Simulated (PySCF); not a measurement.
## Computed properties of C₃H₆BrF, SMILES CC[C@@H](Br)F

C₃H₆BrF, SMILES C([C@H](F)Br)C. The structure is a stationary point at B3LYP-D3(BJ)/def2-SVP. The structure was generated by enumeration; whether it is a known compound was not checked. The values are those of a single conformer. All values are computed for the isolated molecule unless a solvent is named; none is compared with measurement here.

**Structure.** All 27 harmonic modes at B3LYP-D3(BJ)/def2-SVP (PySCF) are real, so it is a minimum. With heavy atoms numbered as in [CH3:1][CH2:2][C@H:3]([F:4])[Br:5], the shortest bond between them is C3–F4 at 1.360 Å and the longest C3–Br5 at 1.986 Å.

**Vibrations.** The strongest infrared lines (harmonic, unscaled, degenerate partners summed) lie at 1152 cm⁻¹ (89 km/mol, C 51 %, H 35 %, F 15 %), 1002 cm⁻¹ (49 km/mol, H 54 %, C 31 %, F 15 %), 671 cm⁻¹ (35 km/mol, C 69 %, H 22 %). The softest mode is at 111 cm⁻¹ and the zero-point energy is 54.4 kcal/mol.

**Electronic structure.** ωB97X/def2-TZVP (PySCF) places the frontier levels at -10.51 and 2.00 eV, a gap of 12.51 eV, and gives a dipole moment of 2.29 D and a mean polarisability of 57.1 bohr³. PBE/def2-TZVP (PySCF) at the same geometry gives -6.77 and -1.26 eV, so its gap is 7.00 eV narrower. An orbital gap is neither the optical nor the fundamental gap.

**Excitations.** TDA-PBE0/def2-SVPD (PySCF) has S1 at 6.07 eV (204 nm, f = 0.001, dark); the most intense of the 10 singlets computed lies at 8.23 eV (f = 0.17). T1 (TDA) is at 5.37 eV, 0.70 eV under S1. TDA-PBE/def2-SVPD (PySCF) puts S1 at 5.73 eV. No vertical singlet excitation falls in the visible range (under 3.1 eV).

**NMR.** GIAO shifts at PBE0/pcSseg-1 (PySCF) (non-relativistic, atoms alike by connectivity averaged): ¹³C from 9.7 to 117.0 ppm against TMS; ¹H from 1.6 to 7.1 ppm against TMS; ¹⁹F at -157.1 ppm against CFCl3. Without spin–orbit terms, shifts of atoms bonded to Cl or Br come out too high.

**Solvation.** SMD-M06-2X/6-31G* (PySCF) gives -2.0 kcal/mol in water, -5.3 kcal/mol in tetrahydrofuran, -5.8 kcal/mol in chloroform (1 M in both phases, gas-phase geometry); of these solvents chloroform holds the molecule best.
